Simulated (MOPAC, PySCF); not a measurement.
H2Cl3NSi, SMILES `N[Si](Cl)(Cl)Cl`, neutral singlet in the gas phase. 

Cartesian coordinates (Å):
SMILES: Cl[Si](N)(Cl)Cl
```xyz
7

N      1.0751     0.0748     0.3283
Si    -0.5581     0.0059    -0.0965
Cl    -1.2343     1.9150    -0.3175
Cl    -1.5556    -0.9683     1.3890
Cl    -0.9797    -0.9805    -1.8434
H      1.5448    -0.7403     0.6953
H      1.7058     0.6964    -0.1570
```
Charge 0, spin multiplicity 1.

All levels are single points at this geometry (TPSSh-D3(BJ)/def2-TZVP); Pople sets use spherical d functions. Orbital energies aren't observables, and empty levels follow the basis.

M06-2X/6-31G* in PySCF gives dipole (D) = 2.97.

Task: Estimate the dipole (D) from each of these levels: PBE-D3(BJ)/def2-TZVP in PySCF; TPSSh-D3(BJ)/def2-TZVP in PySCF; B3LYP/6-311+G** in PySCF; B3LYP/6-31G* in PySCF; B3LYP/LANL2DZ in PySCF; BP86/6-31G* in PySCF; SVWN5/6-31G* in PySCF; HF/3-21G in PySCF; HF/6-31G* in PySCF; HF/STO-3G in PySCF; PM6 in MOPAC; PM7 in MOPAC.

Result: 
```csv
level,dipole (D)
PBE-D3(BJ)/def2-TZVP in PySCF,2.40
TPSSh-D3(BJ)/def2-TZVP in PySCF,2.44
B3LYP/6-311+G** in PySCF,2.57
B3LYP/6-31G* in PySCF,2.89
B3LYP/LANL2DZ in PySCF,3.28
BP86/6-31G* in PySCF,2.91
SVWN5/6-31G* in PySCF,2.95
HF/3-21G in PySCF,3.80
HF/6-31G* in PySCF,3.02
HF/STO-3G in PySCF,3.38
PM6 in MOPAC,3.05
PM7 in MOPAC,3.19
```
